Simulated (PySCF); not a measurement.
Isomers of C5H7F2NO. Method used: TDDFT PBE0/def2-SVPD, vertical, gas phase, core orbitals frozen in the response in PySCF. Geometries: GFN2-xTB; one conformer of each isolated species. Triplets are in the Tamm–Dancoff approximation.

A. `C[C@@H](C#N)O[C@@H](F)CF`
B. `FC(C/C(=N/C=O)C)F`
C. `FC(F)OC1=CCNC1`

Lowest singlet levels (six at most, fewer where fewer were computed) with oscillator strengths:

1. 268 nm (f 0.002); 239 nm (f 0.005); 219 nm (f 0.007); 177 nm (f 0.153); 174 nm (f 0.044); 168 nm (f 0.211); T1 4.16 eV
2. 209 nm (f 0.012); 200 nm (f 0.002); 188 nm (f 0.016); 179 nm (f 0.132); 177 nm (f 0.054); 174 nm (f 0.000); T1 4.40 eV
3. 164 nm (f 0.001); 154 nm (f 0.013); 153 nm (f 0.005); 151 nm (f 0.000); 145 nm (f 0.015); 143 nm (f 0.016); T1 6.30 eV

Question: Which spectrum belongs to which structure?

Answer: 1 = B, 2 = C, 3 = A.
- A: S1 at 7.55 eV, HOMO-1→LUMO (32%), HOMO-2→LUMO (19%), HOMO→LUMO (18%); Löwdin shares by element: HOMO oxygen 46%, carbon 16% or more, nitrogen 10% (atoms not listed hold the other 29%); LUMO carbon 37% or more, nitrogen 23%, hydrogen 10% or more (atoms not listed hold the other 30%); HOMO -9.59 and LUMO 0.01 eV.
- B: S1 at 4.63 eV, HOMO→LUMO (90%); Löwdin shares by element: HOMO oxygen 52%, nitrogen 20%, carbon 12% or more, hydrogen 5% or more; LUMO carbon 46% or more, nitrogen 29% (atoms not listed hold the other 25%); HOMO -7.64 and LUMO -1.29 eV.
- C: S1 at 5.92 eV, HOMO→LUMO (86%), HOMO-1→LUMO (13%); Löwdin shares by element: HOMO nitrogen 44%, carbon 28% or more (atoms not listed hold the other 29%); LUMO carbon 58% or more, oxygen 7%, hydrogen 7% or more (atoms not listed hold the other 27%); HOMO -6.92 and LUMO 0.31 eV.
